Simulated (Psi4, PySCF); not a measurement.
Interaction energy of N2 ··· CH5N (SMILES N#N and CN), singlet. Monomers: optimised at B3LYP-D3(BJ) (def2-TZVP), held rigid. Orientation: a random orientation, not optimised. R is the distance of the centres of mass, along which the second monomer moves.

Geometry at R = 3.49 Å (first 2 atoms: monomer A):
```
9

N      0.5455     0.0000     0.0000
N     -0.5455     0.0000     0.0000
C      0.0675     0.2156    -3.4867
N      0.7623    -1.0702    -3.4378
H      0.7817     1.0172    -3.2917
H     -0.7642     0.3249    -2.7770
H     -0.3272     0.3724    -4.4918
H      0.1222    -1.8316    -3.6283
H      1.1495    -1.2342    -2.5164
```

SAPT0/jun-cc-pVDZ, frozen core (Psi4); RHF/STO-3G = restricted Hartree-Fock/STO-3G, no counterpoise correction run with PySCF; PBE-D3(BJ)/def2-TZVP, counterpoise-corrected (Psi4); wB97X-D/def2-TZVP, counterpoise-corrected (Psi4).

Interaction energies in kcal/mol:

| R / Å | SAPT0/jun-cc-pVDZ | RHF/STO-3G | PBE-D3(BJ)/def2-TZVP |
|---|---|---|---|
| 2.91 | 3.54 | 4.30 | 2.10 |
| 3.10 | 1.42 | 2.03 | 0.31 |
| 3.29 | 0.40 | 0.94 | -0.52 |
| 3.49 | -0.07 | 0.44 | -0.84 |
| 3.66 | -0.22 | 0.25 | -0.88 |
| 3.90 | -0.26 | 0.14 | -0.79 |
| 4.22 | -0.21 | 0.10 | -0.58 |
| 4.49 | -0.16 | 0.08 | -0.42 |
| 5.02 | -0.08 | 0.06 | -0.20 |
| 5.66 | -0.03 | 0.04 | -0.08 |
| 6.66 | -0.01 | 0.02 | -0.02 |
| 8.02 | 0.00 | 0.01 | 0.00 |

Question: What does wB97X-D/def2-TZVP give at the same points?

Answer: 2.91: 3.17; 3.10: 1.04; 3.29: 0.05; 3.49: -0.36; 3.66: -0.47; 3.90: -0.46; 4.22: -0.37; 4.49: -0.29; 5.02: -0.15; 5.66: -0.06; 6.66: -0.02; 8.02: 0.00 (kcal/mol).
